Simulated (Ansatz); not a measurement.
```yaml
crystal:
  periodic: [true, true, true]
  atoms:
    - {symbol: B, position_ang: [-0.589592, 1.156539, -0.511451]}
    - {symbol: C, position_ang: [0.001487, -0.307514, 0.018905]}
    - {symbol: Si, position_ang: [1.257098, -0.447276, 1.603731]}
    - {symbol: O, position_ang: [-0.317580, -1.420307, -0.598446]}
    - {symbol: In, position_ang: [-1.620815, -0.071713, -2.280356]}
    - {symbol: H, position_ang: [-1.453219, 1.657677, 0.271506]}
    - {symbol: H, position_ang: [0.285018, 1.987962, -0.897740]}
    - {symbol: H, position_ang: [2.666900, 0.000028, 1.103371]}
    - {symbol: H, position_ang: [0.787621, 0.519233, 2.733241]}
    - {symbol: H, position_ang: [1.315943, -1.914888, 2.126250]}
    - {symbol: H, position_ang: [-2.332850, -1.159741, -3.569021]}
basis:
  gaussian: {orbitals: def2-TZVP}
hamiltonian: {xc: {name: r2SCAN}, dispersion: rvv10}
```

```sh
$ ansatz run in.yaml --threads 2 --pin off --events-out ev --progress --plain --max-ram 32768MiB --backend cpu
```

Shortened log:

```
Error: YAML parse error: error: line 2 column 3: crystal: missing field `lattice` (a structure is typed as `lattice` and `atoms`, a molecule's as `atoms` in Å alone, or read from a run's directory, `checkpoint`)
 --> <input>:2:3
1 | crystal:
2 |   periodic: [true, true, true]
3 |   atoms:
4 |     - {symbol: B, position_ang: [-0.589592, 1.156539, -0.511451]}
```

Q: Something in this input is off. What?

A: The molecule is marked periodic without a cell. The input was rejected before any iteration.
